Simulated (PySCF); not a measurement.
Gas-phase reaction: 2 Sb(CH3)3 + 3 C4H2 ⇌ 2 Sb + 6 C3H4 (propyne)

Method: PySCF energies (xtb for GFN2) plus ideal-gas RRHO corrections (1 bar). † marks an energy on the PBE0/def2-TZVP geometry and frequencies; other levels use their own. MP2 freezes the core. Open shells (unrestricted): Sb (multiplicity 4); the rest are closed-shell singlets. GFN2 has no spin-polarisation term. B3LYP is the form with VWN-RPA correlation. Sb: scalar-relativistic def2 core potential, no spin-orbit coupling. MP2 isn't extrapolated to the basis-set limit; its ΔH°(298 K) is 74.2 kJ in def2-SVP and 215.2 kJ in def2-TZVPP. The harmonic model lacks anharmonicity and excited electronic states, which grow with temperature; levels with a mode under 35 cm⁻¹ are left out. Soft modes under 120 cm⁻¹ make the harmonic entropy rough for Sb(CH3)3.

```json
[
 {"level": "B3LYP/def2-TZVP†", "ΔE electronic, kJ": "195", "ΔH°(298 K), kJ": "208", "ΔS°(298 K), J/K": "385", "ΔG°(1200 K), kJ": "-211"},
 {"level": "BLYP/def2-TZVP†", "ΔE electronic, kJ": "234", "ΔH°(298 K), kJ": "247", "ΔS°(298 K), J/K": "385", "ΔG°(1200 K), kJ": "-172"},
 {"level": "GFN2-xTB", "ΔE electronic, kJ": "136", "ΔH°(298 K), kJ": "149", "ΔS°(298 K), J/K": "365", "ΔG°(1200 K), kJ": "-245"},
 {"level": "HF/def2-TZVP†", "ΔE electronic, kJ": "-194", "ΔH°(298 K), kJ": "-181", "ΔS°(298 K), J/K": "385", "ΔG°(1200 K), kJ": "-600"},
 {"level": "M06-2X/def2-TZVP†", "ΔE electronic, kJ": "67", "ΔH°(298 K), kJ": "80", "ΔS°(298 K), J/K": "385", "ΔG°(1200 K), kJ": "-340"},
 {"level": "MP2/def2-SVP†", "ΔE electronic, kJ": "62", "ΔH°(298 K), kJ": "74", "ΔS°(298 K), J/K": "385", "ΔG°(1200 K), kJ": "-345"},
 {"level": "PBE/def2-TZVP†", "ΔE electronic, kJ": "258", "ΔH°(298 K), kJ": "271", "ΔS°(298 K), J/K": "385", "ΔG°(1200 K), kJ": "-148"},
 {"level": "LDA/def2-TZVP†", "ΔE electronic, kJ": "393", "ΔH°(298 K), kJ": "406", "ΔS°(298 K), J/K": "385", "ΔG°(1200 K), kJ": "-13"}
]
```
ΔH° is lowest at HF/def2-TZVP† and highest at LDA/def2-TZVP†. No reference value is set beside these.
